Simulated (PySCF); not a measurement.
C2H3ClF2Si. Atoms are numbered in the order given.

```xyz
9

F     -2.4357    -1.0793    -0.8823
C     -2.3375     0.0538    -0.1707
C     -1.1643     0.5244     0.2849
Si     0.4724    -0.2924    -0.0224
F      0.8983    -1.2089     1.2636
Cl     1.8973     1.1997    -0.2009
H     -3.3249     0.5255    -0.0198
H     -1.2051     1.4623     0.8621
H      0.5084    -1.1638    -1.2304
```
Charge 0, spin multiplicity 1.

Coordinates come from a PBE-D3(BJ)/def2-SVP optimisation. The structure was generated by enumeration; whether it is a known compound was not checked. One conformer was computed; it need not be the lowest.

Computed with PySCF with PBE-D3(BJ)/def2-SVP.

Frequencies are harmonic and unscaled.

```
mode  ν (cm⁻¹)  IR (km/mol)    moving atoms (share of kinetic energy)
----  --------  -----------  ----------------------------------------
1           20          1.2           F 57 %, Cl 14 %, C 14 %, Si 9 %
2          123          2.0           F 52 %, C 17 %, Si 15 %, Cl 9 %
3          155          0.8           F 32 %, Cl 25 %, C 23 %, H 12 %
4          216         11.5  F 47 %, C 17 %, Si 15 %, Cl 12 %, H 10 %
5          272          8.1                  F 35 %, Si 29 %, Cl 26 %
6          412         23.7                    C 59 %, H 19 %, F 14 %
7          524         59.4           Si 33 %, Cl 33 %, C 22 %, F 8 %
8          605         22.8    C 36 %, Si 26 %, H 21 %, Cl 9 %, F 8 %
9          740        143.8            C 32 %, H 32 %, Si 27 %, F 8 %
10         746         46.7                            H 70 %, C 23 %
11         799         61.4                    H 69 %, C 13 %, F 12 %
12         810         22.3                    H 72 %, C 15 %, F 12 %
13         892        188.0                   Si 45 %, F 41 %, H 12 %
14         926          4.6                            H 73 %, C 26 %
15        1007         74.0                    H 62 %, F 20 %, C 17 %
16        1206         64.8                    H 46 %, C 33 %, F 20 %
17        1325          6.2                            H 72 %, C 27 %
18        1647        211.3                                    C 93 %
19        2238         82.6                                    H 97 %
20        3101         10.7                             H 92 %, C 8 %
21        3131          2.7                             H 91 %, C 9 %
```
